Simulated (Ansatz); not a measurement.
The first iterations of a band of BF2HO + H2S (8 atoms, charge 0, multiplicity 1).

Theory: RHF/def2-SVP (Ansatz 0.2.0).

```json
{
  "movable images": "9",
  "climbing image": "yes",
  "spring": "5.0 eV/Å²",
  "optimiser": "quadratic models (default)",
  "start path": "through a guess of the saddle point",
  "force threshold": "0.05 eV/Å",
  "iteration limit": "60",
  "end points": "relaxed"
}
```

Image 0:

```xyz
8
Properties=species:S:1:pos:R:3
B -0.028 -0.517 -0.044
F -0.410 -1.087 1.078
F 1.238 -0.213 -0.177
O -0.873 -0.305 -1.051
H -1.772 -0.531 -0.868
S -0.292 2.485 1.575
H 0.885 2.698 0.983
H 0.242 1.882 2.640
```

Image 10:

```xyz
8
Properties=species:S:1:pos:R:3
B -0.088 0.621 -0.258
F -0.249 -0.503 2.623
F 1.074 0.090 -0.586
O -1.237 0.053 -0.615
H -1.153 -0.778 -1.060
S -0.140 2.189 0.691
H 1.180 2.351 0.798
H -0.396 0.387 2.543
```

| iteration | highest image above the first end (eV) | largest band force component (eV/Å) |
| --- | --- | --- |
| 1 | 8.542 | 44.840 |
| 2 | 3.837 | 9.372 |
| 3 | 3.064 | 5.773 |
| 4 | 2.716 | 1.972 |
| 5 | 2.397 | 1.925 |
| 6 | 2.186 | 1.737 |
| 7 | 2.575 | 1.264 |
| 8 | 2.798 | 1.709 |
| 9 | 2.706 | 1.898 |
| 10 | 2.592 | 1.093 |
| 11 | 2.464 | 0.786 |
| 12 | 2.363 | 1.633 |
| 13 | 2.283 | 0.827 |
| 14 | 2.224 | 1.244 |
| 15 | 2.348 | 1.055 |
| 16 | 2.557 | 0.866 |

Q: Does the band converge within its limit, and where does its top end?

A: It converged. It ended after 48 iterations with the highest image 2.573 eV above the first end. The profile has 2 maxima (images 5, 8) with wells between them (image 7): this band takes more than one step, which may be the mechanism or a detour left from its start path. Neighbouring images differ by up to 1.5 eV, so the band resolves the path poorly. A vibrational analysis at the climbing image gives one clearly imaginary mode, 1546i cm⁻¹: a first-order saddle point. The orbitals stay closed-shell, which can raise the energy where a bond breaks towards radicals; this wasn't checked here.

Run time: 11 min on 1 thread of Arm Neoverse V1, on a shared host, peak memory 0.16 GiB.
